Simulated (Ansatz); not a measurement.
B₆N₆H₁₈, a cluster cut from wurtzite BN (hydrogen-capped). The state is a singlet with charge 0. Geometry r2SCAN-D4/def2-SVP.

```tsv
atom	x (Å)	y (Å)	z (Å)
N1	0.275	1.840	-0.674
B2	0.096	0.583	-1.628
B3	2.010	-0.039	0.052
N4	1.058	-0.534	-1.126
N5	-1.392	0.077	-1.405
B6	0.287	-1.862	-0.704
B7	0.050	1.502	0.861
N8	1.014	0.338	1.236
N9	-1.435	0.954	0.972
B10	-1.695	-0.344	0.096
B11	0.242	-0.955	1.754
N12	-0.642	-1.414	0.510
H13	1.271	2.089	-0.748
H14	-0.254	2.656	-0.986
H15	0.263	0.909	-2.795
H16	2.640	0.971	-0.310
H17	2.781	-0.918	0.390
H18	1.677	-0.802	-1.891
H19	-2.092	0.712	-1.791
H20	-1.458	-0.797	-1.944
H21	-0.416	-2.262	-1.649
H22	1.066	-2.731	-0.361
H23	0.183	2.510	1.541
H24	1.605	0.639	2.011
H25	-2.140	1.680	0.830
H26	-1.530	0.639	1.947
H27	-2.857	-0.707	0.208
H28	1.021	-1.828	2.083
H29	-0.497	-0.652	2.709
H30	-1.132	-2.256	0.812
```

B3LYP takes the VWN-RPA correlation. Single mean-field runs in def2-TZVP are fitted with def2-universal-jkfit.

Task: Estimate the orbital energies around the gap (eV) in Ansatz with PBE-D4/def2-SVP, r2SCAN-D4/def2-TZVP, B3LYP-D4/6-31G, PBE0-D4/def2-SVP, PBE0-D4/def2-TZVP.

Result: 
```
orbital  PBE-D4/def2-SVP  r2SCAN-D4/def2-TZVP  B3LYP-D4/6-31G  PBE0-D4/def2-SVP  PBE0-D4/def2-TZVP
HOMO−13            -9.97               -10.43          -11.13            -11.57             -11.60
HOMO−12            -9.97               -10.43          -11.13            -11.57             -11.60
HOMO−11            -9.21                -9.67          -10.40            -10.79             -10.83
HOMO−10            -9.21                -9.65          -10.29            -10.79             -10.82
 HOMO−9            -9.05                -9.65          -10.29            -10.68             -10.82
 HOMO−8            -8.36                -8.76           -9.38             -9.87              -9.90
 HOMO−7            -8.21                -8.75           -9.34             -9.75              -9.87
 HOMO−6            -7.18                -7.60           -8.25             -8.60              -8.66
 HOMO−5            -7.18                -7.60           -8.25             -8.60              -8.66
 HOMO−4            -6.84                -7.29           -7.87             -8.26              -8.35
 HOMO−3            -6.84                -7.29           -7.87             -8.26              -8.35
 HOMO−2            -6.08                -6.50           -7.07             -7.44              -7.54
 HOMO−1            -5.56                -5.99           -6.55             -6.88              -7.00
   HOMO            -5.56                -5.99           -6.55             -6.88              -7.00
   LUMO            -0.46                -0.41            0.65              0.45              -0.33
 LUMO+1             0.77                 0.73            1.98              1.72               0.79
 LUMO+2             0.77                 0.74            1.98              1.72               0.80
 LUMO+3             1.13                 0.90            2.36              2.08               1.02
 LUMO+4             1.57                 1.27            2.67              2.53               1.36
 LUMO+5             1.58                 1.28            2.88              2.53               1.36
```
